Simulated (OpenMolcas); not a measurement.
# Kr III: the spin-orbit constant, worked from levels

| Property | Result |
| --- | --- |
| Program | OpenMolcas 26.06 |
| Basis | ANO-R2 [6s5p4d3f1g] |
| Scalar Hamiltonian | X2C, finite nucleus |
| Active space | 6 electrons in 9 orbitals (RAS2 4s 4p; RAS3 4d, at most 2 electrons) |
| State averaging | 2S+1 = 3 even, 3 roots; 2S+1 = 1 even, 7 roots; 2S+1 = 3 odd, 3 roots; 2S+1 = 1 odd, 3 roots |
| Spin-orbit coupling | RASSI with atomic mean-field integrals over the reference wave functions, term energies averaged over their components |

Methods: RASSCF; MS-RASPT2, IPEA 0.25 Eh, imaginary shift 0.1 Eh (closed shells correlated: 3d). Measured levels: Saloman, J. Phys. Chem. Ref. Data 36, 215 (2007).

**The spin-orbit constant.** For the Hund term 3P of p4, E(J) = (A/2) J(J+1) + constant and ζ = -2S·A = -2A. From J = 0 to J = 2 the energy changes by 3 A.

| Source | E(2) - E(0) | A | ζ |
| --- | --- | --- | --- |
| RASSCF | -4890.8 | -1630.3 | 3261 |
| MS-RASPT2 | -4898.3 | -1632.8 | 3266 |
| measured | -5312.9 | -1771.0 | 3542 |

All in cm-1. MS-RASPT2 is off by -7.8 % and RASSCF by -7.9 %. Both methods take the spin-orbit matrix elements from the reference wave functions, so the second can move ζ only through the term energies and any multistate remixing. Second-order mixing with other terms is absorbed into this ζ.

Active for correlation alone: 4d; no level in the range computed is led by a configuration that fills it, so any true level of that kind is missing. Measured partners are found by configuration, term and J. A level has none where our copy of the source lacks it or the pairing is in doubt (some pairs that miss far off the trend of their configuration count as doubtful), and it then counts in no deviation. Levels of configurations outside the active space are missing.
